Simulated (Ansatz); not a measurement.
## A basis-limit estimate, worked out

An elementary step of BSi2NH7Cl3, closed shell (Si₂NH₇ ([SiH3][NH][SiH3]) + BCl₃ ([Cl][B]([Cl])[Cl]) → BSi₂NH₆Cl₂ ([SiH3][N]([SiH3])[B]([Cl])[Cl]) + HCl; B–Cl, H–N broken or loosened, B–N, Cl–H formed or tightened). “Start” and “end” are the PBE0-D4/def2-TZVP structures reached by relaxing down either side of its saddle point, with the molecules still in contact.

Program: Ansatz 0.2.0. Basis: def2-TZVPP and def2-QZVPP. Cores are frozen in the correlated methods.

Energies in eV:

| quantity | end | start |
| --- | --- | --- |
| Hartree–Fock, triple zeta (X = 3) | -55506.85757 | -55506.77256 |
| Hartree–Fock, quadruple zeta (X = 4) | -55508.49532 | -55508.39924 |
| MP2 correlation, X = 3 | -31.25651 | -31.66347 |
| MP2 correlation, X = 4 | -33.93787 | -34.40146 |
| CCSD(T) correlation, X = 3 | -35.13647 | -35.44578 |

(1) Work out the step energy at the basis limit: extrapolate Hartree–Fock as E(X) = E∞ + A exp(−7.88 √X) and the MP2 correlation as E(X) = E∞ + B X^−2.97 (the exponents that Neese and Valeev fitted for def2-TZVPP and QZVPP), then add CCSD(T) − MP2 in triple zeta.

No T1 diagnostic of these runs exceeds 0.012.

Answers

(1) Each step is linear, so take the differences first (end − start): Hartree–Fock -0.08501 (X = 3) and -0.09608 (X = 4); MP2 correlation 0.40696 and 0.46359; CCSD(T) correlation 0.30931.
Two points give E∞ = E(4) + w [E(4) − E(3)], with w = 1/(exp(7.88 (2 − √3)) − 1) = 0.1377 for Hartree–Fock and w = 1/((4/3)^2.97 − 1) = 0.7407 for the correlation.
Hartree–Fock: -0.09608 + 0.1377 × (-0.01107) = -0.0976 eV.
MP2 correlation: 0.46359 + 0.7407 × 0.05663 = 0.5055 eV.
CCSD(T) − MP2: 0.30931 − 0.40696 = -0.0977 eV.
Sum: -0.0976 + 0.5055 + (-0.0977) = 0.3102 eV, or 7.15 kcal/mol. Plain CCSD(T) in triple zeta gives 0.2243 eV, so the larger basis shifts the result by 0.0859 eV.

The step is the kind of exchange with an N–H group that builds nitride films in atomic layer and chemical vapour deposition. Here a small cluster stands in for the surface site.

Labels in which every atom is bracketed show which atoms are joined, not bond orders.

For scale, one of the runs: CCSD(T)/def2-TZVPP, 370 basis functions, launched by `ansatz run in.yaml --threads 4 --pin off --events-out ev --progress --plain --max-ram 66560MiB --backend cuda --devices 0, --max-vram 37GiB`. Time: 16 s of wall clock on 4 CPU threads of an AMD EPYC 7R13 and a share of one NVIDIA H100; the host was shared. Peak host memory: 0.9 GiB.
